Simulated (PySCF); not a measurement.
A species of formula C7H5NSi has this rotational fingerprint, computed with CAM-B3LYP/def2-SVPD in PySCF (dipole) on a GFN2-xTB geometry, gas phase:

| Item | Value |
| --- | --- |
| Rotational constants | A = 1469, B = 902.8, C = 562.9 MHz |
| Dipole components | \|μa\| = 0.94 D, \|μb\| = 3.89 D, \|μc\| = 0.00 D |
| Inertial defect | -5.88 u·Å² |
| κ | -0.25 |

Question: Which structure is it? (One computed conformer of each.)
A. `C#C[Si@@H]1[C@H](C#N)C12C=C2`
B. `C#C[Si@@H]1[C@@H](C#N)C12C=C2`
C. `C#CC#C/C([SiH3])=C\C#N`

Answer: C. It is C#CC#C/C([SiH3])=C\C#N, an asymmetric top, point group Cs. The candidates at the same level (rigid rotor, commonest isotopes):

```tsv
SMILES	A (MHz)	B (MHz)	C (MHz)	μa (D)	μb (D)	μc (D)	Δ (u·Å²)	point group	rotor
C#C[Si@@H]1[C@@H](C#N)C12C=C2	2142	1030	778.2	4.12	3.39	0.35	-77.35	C1	asymmetric top
C#CC#C/C([SiH3])=C\C#N	1469	902.8	562.9	0.94	3.89	0.00	-5.88	Cs	asymmetric top
C#C[Si@@H]1[C@H](C#N)C12C=C2	1769	1221	918.6	0.51	4.66	0.65	-149.32	C1	asymmetric top
```

`C#C[Si@@H]1[C@H](C#N)C12C=C2` has C 63 % too high; `C#C[Si@@H]1[C@@H](C#N)C12C=C2` has A 46 % too high. In the right answer the mirror of this Cs structure is the ab plane, so μc vanishes by symmetry. No structure here is proved a minimum.
